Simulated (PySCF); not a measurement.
# Spinor energies of Au⁺ (gold, charge +1)

Start: [Xe] 4f14 5d9 6p1; 5d3/2 filled at m_j = -3/2, -1/2, +1/2, +3/2; 5d5/2 filled at m_j = -3/2, -1/2, +1/2, +3/2, +5/2; 6p3/2 filled at m_j = +3/2. Calculated with PySCF 2.14 in x2c-TZVPall-2c: generalised Hartree-Fock with the X2C-1e Hamiltonian and a Gaussian nucleus; spin-orbit coupling (SO) screened by Boettger's factors. This is a chosen level, not necessarily the ground level.

```csv
spinor shell,electrons,"ε, screened SO (eV)",weight of nominal j (screened SO),"rms radius, screened SO (bohr)"
1s1/2,2,-81159.7,1.000,0.0190
2s1/2,2,-14479.4,1.000,0.0768
2p1/2,2,-13861.9,1.000,0.0651
2p3/2,4,-12020.8,1.000,0.0731
3s1/2,2,-3496.0,1.000,0.196
3p1/2,2,-3219.2,1.000,0.188
3p3/2,4,-2806.9,1.000,0.204
3d3/2,4,-2352.8,1.000,0.179
3d5/2,6,-2264.6,1.000,0.183
4s1/2,2,-806.19,1.000,0.433
4p1/2,2,-687.11,1.000,0.438
4p3/2,4,-586.86,1.000,0.471
4d3/2,4,-391.74,1.000,0.485
4d5/2,6,-372.36,1.000,0.497
5s1/2,2,-141.42,1.000,0.998
4f5/2,6,-119.42,0.999,0.544
4f7/2,8,-115.56,0.999,0.545
5p1/2,2,-101.18,0.999,1.08
5p3/2,4,-83.096,0.999,1.18
5d3/2,4,-27.167,0.970,1.58
5d5/2,5,-25.047,0.973,1.66
6p3/2,1,-10.456,1.000,3.95
```

```tsv
quantity	screened SO
E (hartree)	-19026.26009
M_J	4
⟨J²⟩	20.272
⟨L²⟩	12.325
⟨S²⟩	2.225
```

Each row is a mean over spinors that exchange with the open shell spreads, by up to 4.758 eV (5p3/2).

⟨J²⟩ departs a little from M_J(M_J + 1) because the unrestricted spinors polarise the closed shells.

Breit and QED terms are absent; they matter most for the inner s and p1/2 levels.

Densities and radii are taken from the X2C orbitals without a picture-change correction, which distorts them close to the nucleus.
